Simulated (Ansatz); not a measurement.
System: CH$_{3}$Si, charge 1, singlet. CH3Si+ (parent SMILES C[Si], singlet).
B3LYP-D3(BJ)/def2-TZVP minimum from Ansatz (a first-principles code):
```
C
H 1 1.1015
H 1 1.1015 2 107.80
H 1 1.1015 2 107.80 3 -116.12
Si 1 1.8103 2 111.09 3 121.94
```
Charge +1, spin multiplicity 1.

Total energies in aug-cc-pV(D+d)Z, 10 correlated electrons, 6 frozen orbitals. Open shells are spin-unrestricted; no spin-orbit coupling. Correlated methods leave the cores frozen. No relativity. The spin of CH3Si+ (parent SMILES C[Si], singlet) was assumed, and the state is the lowest solution found for it.

```tsv
method	program	energy (Eh)	minus CCSDT(Q) (mEh)
HF	Ansatz	-328.23708	253.69
MP2	Ansatz	-328.44784	42.93
CCSD	Ansatz	-328.48205	8.72
CCSD(T)	Ansatz	-328.48956	1.20
CCSDT(Q)	Ansatz	-328.49077	0.00
```

Rough core times of Ansatz's runs on a shared machine: CCSD(T) under 20 s, CCSDT(Q) 90 s.
